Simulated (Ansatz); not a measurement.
Input file for Ansatz (a program for electronic structure): R-wB97M-V/def2-TZVPPD on CN2O (a complex), monomers drawn apart or pushed together. Files ending in .json are basis or fitting sets from the Basis Set Exchange.

Ansatz 0.2 input:
```yaml
crystal:
  periodic: [false, false, false]
  atoms:
    - {symbol: C, position_ang: [0.68787463, -0.17168019, -0.67007106]}
    - {symbol: O, position_ang: [-0.27296293, 0.09222424, -0.14784971]}
    - {symbol: N, position_ang: [0.32357481, -0.03323969, 3.59450236]}
    - {symbol: N, position_ang: [-0.65901776, 0.08915028, 4.05208270]}
basis:
  gaussian:
    orbitals: def2-TZVPPD.json
hamiltonian:
  xc: {name: wB97M-V}
scf: {lower_state_search: off}
```

The head of its log:

```
WARN ansatz: RAYON_NUM_THREADS=1 ignored (pool sized by the plan → 1); use --threads N
Functional definition: wB97M-V
these checks for a lower state are left out or cut short: stability, starts, cluster_reference, orbital_swaps, neighbouring_geometries, increment
integrals: 0.06 GiB planned
716 factors; their error is unknown
integrals: 0.09 GiB planned
177 factors; integrals over basis functions are off by at most 7.0e-5 eV
mean field: 0.56 GiB planned
mean field evaluation 1: about -6063.0976 eV, gradient 3.6e1 eV
mean field evaluation 2: about -6061.9724 eV, gradient 4.6e1 eV
```

**Question.** What total energy does the run end on?

**Answer.** -222.8920 hartree.
